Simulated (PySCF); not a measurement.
**Assigning NMR signals**

Bonds (- single, = double, # triple, : aromatic): B1-C2, C2-B3, B3-C4, C4:C5, C5:C6, C6:C7, C7:O8, O8:C4. B1 carries H9, H10; C2 carries H11, H12; B3 carries H13; C5 carries H14; C6 carries H15; C7 carries H16.

- J couplings at B3LYP/pcJ-1 (spin–dipole term only in couplings to heteroatoms)
- CAM-B3LYP/pcSseg-1 with gauge-including orbitals
- geometry: PBE0-D3(BJ)/def2-SVP
- code: PySCF 2.14.0 with density-fitted response routines
- isolated molecule, single conformer, fast rotation and ring inversion assumed for equivalent nuclei, no relativistic terms

Referencing at the same level of theory: 13C and 1H vs TMS.

Question: Assign these signals to the numbered atoms. 13C{1H} NMR (computed): δ 175.5 (C), 160.3 (CH), 143.8 (CH), 119.9 (CH), 52.3 (CH2).

Answer: 
```tsv
δ (ppm)	atoms	environment	reason
175.5	C4	substituted aromatic carbon next to the ring oxygen	–
160.3	C7	aromatic CH next to the ring oxygen	–
143.8	C5	aromatic CH	–
119.9	C6	aromatic CH	–
52.3	C2	sp3 CH2 bonded to 2 B	–
```

Question: Assign these signals to the numbered atoms. 1H NMR (400 MHz, computed): δ 7.82 (d, J = 1.9 Hz, 1H), 7.67 (br, 2H), 7.38 (d, J = 3.9 Hz, 1H), 6.68 (dd, J = 3.9, 1.9 Hz, 1H), 6.51 (br, 1H), 3.88 (t, J = 8.3 Hz, 2H).

Answer: 
7.82 → H16, hydrogen on an aromatic CH next to the ring oxygen: the ring current deshields protons in the ring plane
7.67 → H9/H10, hydrogen on a boron bonded to C
7.38 → H14, hydrogen on an aromatic CH: ring-current deshielding
6.68 → H15, hydrogen on an aromatic CH
6.51 → H13, hydrogen on a boron bonded to 2 C
3.88 → H11/H12, hydrogen on an sp3 CH2 bonded to 2 B

Hydrogens on boron are broadened and split by 11B (spin 3/2, 80 %) and 10B (spin 3). A carbon bonded to boron is broadened by the quadrupolar boron nucleus and is often missing from a measured spectrum. Splittings below 1 Hz are ignored in the labels, and close J values are merged. Unscaled 3J(H,H) at this level run about 10 % above measured values. Shifts are as computed, not scaled to solution data. Of 1313 compounds with measured shifts, 239 miss one by over three times the rms of a fit or turn the order of signals round; such compounds aren't used in these exercises. Vicinal couplings across rotatable single bonds and in flexible rings belong to the one computed conformer; a conformer average would change them.
